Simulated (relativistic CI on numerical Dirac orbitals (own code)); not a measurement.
# Hg⁴⁺ (5d8) in a crystal field

Calculated by Dirac-Coulomb-Breit CI, KLI orbitals optimised for each configuration, model QED, valence Slater integrals scaled by 0.7, one configuration in a parametric crystal field (own radial code).

Field parameters in Wybourne normalisation: D4h B²₀ = −7Ds, B⁴₀ = 21(Dq − Dt), B⁴₄ = 21√(5/14) Dq. The field is a parameter set, without covalency.

S is read from ⟨S²⟩ = S(S + 1).

Powder χT (cm³ K mol⁻¹) by Van Vleck's formula, with temperature-independent terms:

```csv
Field,2 K,5 K,10 K,20 K,50 K,100 K,200 K,300 K
"D4h, 10Dq = 25450, Ds = -1500, Dt = 850 cm⁻¹",0.0276,0.0689,0.138,0.276,0.688,1.28,1.78,1.93
"D4h, 10Dq = 25450, Ds = -1090, Dt = 850 cm⁻¹",0.0294,0.0735,0.147,0.294,0.733,1.34,1.81,1.94
"D4h, 10Dq = 25450, Ds = -680, Dt = 850 cm⁻¹",0.0312,0.0779,0.156,0.312,0.776,1.39,1.83,1.94
"D4h, 10Dq = 25450, Ds = -270, Dt = 850 cm⁻¹",0.0329,0.0822,0.164,0.329,0.818,1.43,1.85,1.95
"D4h, 10Dq = 25450, Ds = 140, Dt = 850 cm⁻¹",0.0345,0.0863,0.173,0.345,0.857,1.47,1.86,1.96
"D4h, 10Dq = 25450, Ds = 550, Dt = 850 cm⁻¹",0.036,0.0901,0.18,0.36,0.892,1.51,1.88,1.97
"D4h, 10Dq = 25450, Ds = 950, Dt = 850 cm⁻¹",0.0374,0.0935,0.187,0.374,0.923,1.54,1.89,1.97
"D4h, 10Dq = 25450, Ds = 1360, Dt = 850 cm⁻¹",0.0386,0.0966,0.193,0.386,0.952,1.56,1.9,1.98
```

Q: For D4h, 10Dq = 25450, Ds = -680, Dt = 850 cm⁻¹: what effective moment follows at 300 K?

A: μ_eff = √(8χT) = 3.94 μB. The ground level has S = 0.99; the spin-only moment for S = 1 is 2.83 μB. The difference comes from the orbital moment, spin-orbit mixing of terms and temperature-independent paramagnetism, all larger in this ionic model than in covalent complexes. The ground level is a non-magnetic singlet, so χT starts at zero and rises through temperature-independent paramagnetism and the filling of excited levels.
